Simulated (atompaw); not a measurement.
Building the PAW (atompaw) potential for Co (PBE, scalar-relativistic).

- Element: Co (Z = 27)
- Generator: atompaw 4.2.0.5
- Type: PAW
- Functional: PBE
- Relativity: scalar-relativistic
- Frozen core: [Ne] 3s2
- Valence charge: 15
- Reference configuration: 3p6 3d7 4s2 4p0
- Partial waves: 4s (bound): rc 2.80 bohr; 4s channel at 3.65 Ry: rc 2.80 bohr; 3p (bound): rc 1.00 bohr; 4p (bound, empty): rc 2.80 bohr; 3d (bound): rc 1.10 bohr; 3d channel at 1.8 Ry: rc 1.10 bohr
- Local potential: troulliermartins scheme with l = 3 at 0 Ry, radius 2.75 bohr
- Core correction: smooth core density matched at 1.60 bohr
- Augmentation charge: sinc compensation charge, radius 2.45 bohr; PAW radius 2.80 bohr; waves and projectors: custom polynom2 7 10 vanderbiltortho

Poles of the logarithmic derivatives, all-electron (AE) and pseudo (PS). s: poles at 0.9 (AE) and 0.8, 4.9 (PS) Ry. p: poles at -4.8, 1.8 (AE) and -4.8, 1.6 (PS) Ry. d: poles at -0.5, 3.4 (AE) and -0.5, 3.4 (PS) Ry. Test radius 2.80 bohr.

* Lowest eigenvalue of the overlap operator: 0.64 (d channel)
* Overlap eigenvalues printed by atompaw (projector basis): 1.24, 1.41, 3.95, 94.4, 1.27e+03, 2.17e+03
* Share of each valence orbital outside the PAW sphere: 4s 47 %, 3p 0 %, 4p 79 %, 3d 2 %

A Bessel basis up to 400 Ry misses an occupied level by 0.04 Ry, so cutoffs and ghosts were not judged.
